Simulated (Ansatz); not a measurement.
Input file for Ansatz (a first-principles code): U-CCSD(T)/6-31G on SiC, 2S+1 = 3, a point of a bond scan (R = 3.941 Å).

Ansatz 0.2 input:
```yaml
crystal:
  periodic: [false, false, false]
  atoms:
    - {symbol: Si, position_ang: [-0.00000000, -0.00000000, -0.51408316]}
    - {symbol: C, position_ang: [0.00000000, 0.00000000, 3.42722104]}
basis:
  gaussian:
    orbitals: 6-31G
magnetization: {spin_polarized: true, initial_magnetization: 2}
correlation: {method: ccsd_t, electrons: outside_noble_gas}
scf: {omitted_lower_state_checks: [cluster_reference]}
```

The log:

```
WARN ansatz: RAYON_NUM_THREADS=1 ignored (pool sized by the plan → 1); use --threads N
Functional definition: HF
these checks for a lower state are left out or cut short: cluster_reference
integrals: 0.00 GiB planned
267 factors; integrals over basis functions are off by at most 1.6e-4 eV
mean field: 0.05 GiB planned
mean field evaluation 1: about -8875.7156 eV, gradient 2.0e1 eV
mean field evaluation 2: about -8875.7340 eV, gradient 2.0e1 eV
mean field evaluation 4: about -8879.6111 eV, gradient 1.2e1 eV
mean field evaluation 8: about -8882.1414 eV, gradient 2.9e0 eV
mean field evaluation 16: about -8883.1652 eV, gradient 1.3e-1 eV
mean field evaluation 32: about -8883.1656 eV, gradient 2.3e-6 eV
mean field evaluation 64: about -8884.1745 eV, gradient 9.6e-2 eV
mean field evaluation 96: about -8883.0999 eV, gradient 1.7e0 eV
mean field evaluation 128: about -8883.7525 eV, gradient 7.8e-1 eV
mean field evaluation 160: about -8884.1707 eV, gradient 9.9e-1 eV
mean field evaluation 192: about -8884.1744 eV, gradient 4.6e-1 eV
mean field evaluation 224: about -8882.4145 eV, gradient 1.0e1 eV
mean field evaluation 256: about -8884.1803 eV, gradient 1.7e-2 eV
mean field evaluation 288: about -8884.1787 eV, gradient 3.6e-2 eV
mean field evaluation 320: about -8884.1740 eV, gradient 1.2e-1 eV
mean field evaluation 352: about -8884.1588 eV, gradient 2.1e-1 eV
mean field evaluation 384: about -8883.8993 eV, gradient 1.7e-3 eV
mean field evaluation 416: about -8883.7930 eV, gradient 1.1e-1 eV
mean field evaluation 448: about -8883.7992 eV, gradient 1.2e-1 eV
mean field evaluation 480: about -8883.8609 eV, gradient 6.6e-2 eV
mean field evaluation 512: about -8883.8993 eV, gradient 7.1e-3 eV
mean field evaluation 544: about -8884.1849 eV, gradient 2.7e-2 eV
mean field evaluation 576: about -8884.1274 eV, gradient 5.3e-1 eV
mean field evaluation 608: about -8883.8373 eV, gradient 7.0e-1 eV
mean field evaluation 640: about -8884.1798 eV, gradient 5.4e-5 eV
mean field evaluation 672: about -8884.1812 eV, gradient 3.4e-1 eV
mean field evaluation 704: about -8884.1777 eV, gradient 1.3e-1 eV
mean field evaluation 736: about -8882.3903 eV, gradient 8.4e0 eV
mean field evaluation 768: about -8884.1120 eV, gradient 1.8e0 eV
mean field evaluation 800: about -8884.1578 eV, gradient 4.9e-4 eV
mean field evaluation 832: about -8883.1621 eV, gradient 5.0e-1 eV
mean field -8884.18514529 eV, -326.4877821725 hartree, gradient 1.0e-8 eV, S^2 3.001823; 44 other end points of the search recorded, 0 dependent functions left out
6 core orbitals not correlated
reference -8884.18514529 eV, -326.4877821725 hartree; 5, 3 occupied and 11, 13 virtual orbitals, 267 factors
second order -1.08411931 eV of doubles, -0.00000000 eV of singles
coupled cluster: 0.05 GiB planned
cycle   1  -1.46915405 eV  change   -3.9e-1 eV  update   6.6e-2
cycle   2  -1.74721791 eV  change   -2.8e-1 eV  update   3.9e-2
cycle   3  -1.77731197 eV  change   -3.0e-2 eV  update   2.6e-2
cycle   4  -1.83304961 eV  change   -5.6e-2 eV  update   2.5e-2
cycle   5  -2.00696279 eV  change   -1.7e-1 eV  update   2.3e-2
cycle   6  -2.04726803 eV  change   -4.0e-2 eV  update   1.2e-2
cycle   7  -2.07064503 eV  change   -2.3e-2 eV  update   5.7e-3
cycle   8  -2.09414510 eV  change   -2.4e-2 eV  update   3.2e-3
cycle   9  -2.07489104 eV  change    1.9e-2 eV  update   2.1e-3
cycle  10  -2.09595236 eV  change   -2.1e-2 eV  update   2.0e-3
cycle  11  -2.08375732 eV  change    1.2e-2 eV  update   1.3e-3
cycle  12  -2.08824174 eV  change   -4.5e-3 eV  update   7.5e-4
cycle  13  -2.08868469 eV  change   -4.4e-4 eV  update   4.5e-4
cycle  14  -2.08785042 eV  change    8.3e-4 eV  update   4.0e-4
cycle  15  -2.08822622 eV  change   -3.8e-4 eV  update   3.3e-4
cycle  16  -2.08816787 eV  change    5.8e-5 eV  update   2.6e-4
cycle  17  -2.08819193 eV  change   -2.4e-5 eV  update   2.3e-4
cycle  18  -2.08822510 eV  change   -3.3e-5 eV  update   2.3e-4
cycle  19  -2.08821491 eV  change    1.0e-5 eV  update   2.2e-4
cycle  20  -2.08824406 eV  change   -2.9e-5 eV  update   1.9e-4
cycle  21  -2.08823920 eV  change    4.9e-6 eV  update   1.4e-4
cycle  22  -2.08822068 eV  change    1.9e-5 eV  update   8.6e-5
cycle  23  -2.08826188 eV  change   -4.1e-5 eV  update   7.1e-5
cycle  24  -2.08833838 eV  change   -7.6e-5 eV  update   5.5e-5
cycle  25  -2.08839407 eV  change   -5.6e-5 eV  update   3.6e-5
cycle  26  -2.08839676 eV  change   -2.7e-6 eV  update   2.7e-5
cycle  27  -2.08834086 eV  change    5.6e-5 eV  update   2.0e-5
cycle  28  -2.08830175 eV  change    3.9e-5 eV  update   1.2e-5
cycle  29  -2.08828176 eV  change    2.0e-5 eV  update   8.8e-6
cycle  30  -2.08827960 eV  change    2.2e-6 eV  update   6.7e-6
cycle  31  -2.08828171 eV  change   -2.1e-6 eV  update   5.1e-6
cycle  32  -2.08828631 eV  change   -4.6e-6 eV  update   3.8e-6
cycle  33  -2.08829323 eV  change   -6.9e-6 eV  update   3.1e-6
cycle  34  -2.08829551 eV  change   -2.3e-6 eV  update   2.6e-6
coupled cluster: 0.05 GiB planned
perturbative correction -0.09106654 eV, -0.0033466338 hartree
WARN: the results are in doubt because among natural orbitals the method converges to other amplitudes
Total energy: -8886.36450735 eV, -326.5678722509 hartree
In doubt: among natural orbitals the method converges to other amplitudes
Checks for a lower state left out: cluster_reference
```

Self-consistency was reached. Its determinant has ⟨S²⟩ = 3.00, a mixture of spin states.

Warnings raised: other amplitudes.

Cost: about 2.0 core-seconds (a rough figure).
